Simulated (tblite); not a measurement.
Input of a run (GFN2-xTB geometry optimisation, gas phase (tblite 0.8.0)), started from a force field or distance geometry:
```
{"job": {"kind": "relax", "xc": "GFN2-xTB", "basis": "xTB"}, "charge": 0, "multiplicity": 2}
F      1.886500     2.195200    -0.649700
C      1.254700     1.025000    -0.315900
C      1.414100    -0.168400    -0.872700
C      0.566100    -1.179100    -0.226100
C     -0.868200    -0.994700     0.128400
C     -1.632500     0.221700    -0.190800
C     -1.033700     1.335800     0.173500
C      0.290000     0.956200     0.820700
C      0.200600    -0.511400     1.057700
H      2.059500    -0.353100    -1.720500
H      0.985500    -2.242100    -0.157400
H     -1.450100    -1.858900     0.531000
H     -2.617500     0.202200    -0.675000
H     -1.426800     2.334200     0.036100
H      0.367300    -0.954300     2.038700
```

Output (eV, eV/Å):
```
step      E/eV     max force
  0    -673.58789    3.083
  1    -673.88815    1.274
  2    -673.98275    1.061
  3    -674.03412    0.787
  4    -674.06065    0.434
  5    -674.08533    0.376
  6    -674.10430    0.347
  7    -674.11950    0.312
  8    -674.12920    0.266
  9    -674.13683    0.195
 10    -674.14219    0.152
 11    -674.14574    0.137
 12    -674.14833    0.140
 13    -674.15063    0.134
 14    -674.15270    0.148
 15    -674.15459    0.122
 16    -674.15651    0.132
 17    -674.15862    0.173
 18    -674.16061    0.136
 19    -674.16191    0.087
 20    -674.16255    0.052
 21    -674.16297    0.070
 22    -674.16343    0.071
 23    -674.16383    0.050
 24    -674.16409    0.041
 25    -674.16424    0.030
 26    -674.16436    0.033
 27    -674.16447    0.023
 28    -674.16454    0.019
 29    -674.16459    0.016
 30    -674.16463    0.020
 31    -674.16467    0.020
 32    -674.16472    0.015
 33    -674.16474    0.012
 34    -674.16475    0.009
```

Summarise the run.

The energy falls by 55.7 kJ/mol over 34 L-BFGS steps, the largest force on an atom goes from 3.08 to 0.009 eV/Å, and the atoms move by 0.116 Å rms after alignment. The bond that changes most is C4–C5 (both ends carbon bonded to 3 C and H), which lengthens by 0.103 Å. Bonds longer at the end by more than 0.005 Å: 4 of 17; shorter: 11. Among the angles that change most is C9–C5–H12, from 113.5° to 123.1°. Among the dihedrals that turn most is C3–C4–C5–H12, from 174° to 153°. The energy never rose by more than 1e-5 eV on the way. The first step brought 52 % of the lowering.

What are the final bond lengths?

F1–C2 1.335 Å, C2=C3 1.349 Å, C3–C4 1.461 Å, C4–C5 1.592 Å, C5–C6 1.462 Å, C6=C7 1.348 Å, C7–C8 1.469 Å, C8–C9 1.513 Å, C2–C8 1.466 Å, C4–C9 1.496 Å, C5–C9 1.495 Å, C3–H10 1.074 Å, C4–H11 1.080 Å, C5–H12 1.080 Å, C6–H13 1.076 Å, C7–H14 1.075 Å, C9–H15 1.078 Å. Numbering counts from 1 in the input's order; the species is `FC1=C[C@@H]2[C@@H]3C=C[C]1[C@H]23` [radical].

Hardware: one thread of an Arm Neoverse V1, shared host with 32 logical CPUs at a one-minute load of 22. Cost: 0.21 s of wall time.

Its GFN2-xTB frequencies are all real (lowest 157 cm⁻¹).

One conformer stands for the species.

All values are computed, not measured.
